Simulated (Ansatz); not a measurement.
`FC1OC1(F)F` + `[AlH3]` → `FC1(F)O[CH]1[AlH2]` + H–F at 500 K and 1 bar (formal exchange of groups at a C–F bond).

Calculated with Ansatz (gas phase, PBE0-D4/def2-TZVP geometries, no zero-point term in ΔE). CCSD(T)/CBS is the MP2 limit (def2-TZVPP, def2-QZVPP) plus CCSD(T) − MP2 in def2-TZVPP, frozen cores. This one scheme is used for every species.

```csv
species,CCSD(T)/CBS energy (Eh),H − E (kJ/mol),S (J/(mol·K))
`FC1OC1(F)F`,-451.19430,125.1,348.0
`[AlH3]`,-243.78045,68.7,232.2
`FC1(F)O[CH]1[AlH2]`,-594.60991,162.9,408.0
H–F,-100.39570,39.4,188.7
```

H − E and S are ideal-gas, rigid-rotor, harmonic terms from PBE0-D4/def2-TZVP, for one conformer and one mirror image of each species. 1 Eh = 2625.50 kJ/mol, R = 8.31446 J/(mol·K).

**Question.** By hand: ΔE, ΔH, ΔS and ΔG.

**Answer.** ΔE = (-594.60991) + (-100.39570) − (-451.19430) − (-243.78045) = -0.03086 Eh = -81.0 kJ/mol. Δ(H − E) = 162.9 + 39.4 − 125.1 − 68.7 = 8.5, so ΔH = -72.5 kJ/mol. ΔS = 408.0 + 188.7 − 348.0 − 232.2 = 16.5 J/(mol·K). ΔG = -72.5 − 500 × (16.5)/1000 = -80.8 kJ/mol.

**Question.** By hand: the equilibrium constant, and the temperature at which ΔG would vanish if ΔH and ΔS stayed fixed.

**Answer.** log₁₀ K = −ΔG/(RT ln 10) = 8.4. ΔH and −TΔS have one sign here, so there is no such temperature.

ΔH outweighs TΔS. A doubt of 5 kJ/mol in ΔE shifts log₁₀ K by 0.5 here. Other conformers and mirror images would add mixing entropy, several J/(mol·K) or more a flexible species. These are equilibria of isolated gas molecules and say nothing of rates. Largest T1 diagnostic: 0.013 (customary marks: 0.02 for closed shells, 0.045 for open ones).
